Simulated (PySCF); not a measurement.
**Ge (germanium, neutral): UHF calculation**

Configuration: [Ar] 3d10 4s1 4p3, high-spin 5S determinant (an excited configuration). Calculation: PySCF 2.14, in aug-cc-pVTZ-PP with one added diffuse shell each of s, d, f type with ECP10MDF (7s5p5d3f, 68 functions); scalar relativity through the core potential.

```json
{
  "Total energy": "-293.224744 hartree",
  "One-electron energy": "-521.7117 hartree",
  "Hartree (Coulomb) energy": "252.3165 hartree",
  "Exchange energy": "-23.8295 hartree",
  "⟨S²⟩": "6.0025",
  "⟨L²⟩": "0.000",
  "Sum of ⟨r⟩": "22.63 bohr",
  "Sum of ⟨r²⟩": "41.19 bohr²"
}
```

```
shell  electrons  mean orbital energy (eV)  rms radius, mean of both spins (bohr)
 3s α          1                   -201.24                                  0.670
 3s β          1                   -200.46                                  0.670
 3p α          3                   -144.52                                  0.701
 3p β          3                   -143.96                                  0.701
 3d α          5                   -44.808                                  0.809
 3d β          5                   -44.418                                  0.809
 4s α          1                   -20.486                                   2.31
 4p α          3                    -9.294                                   2.91
```

Energies and moments cover only the electrons outside the core potential.
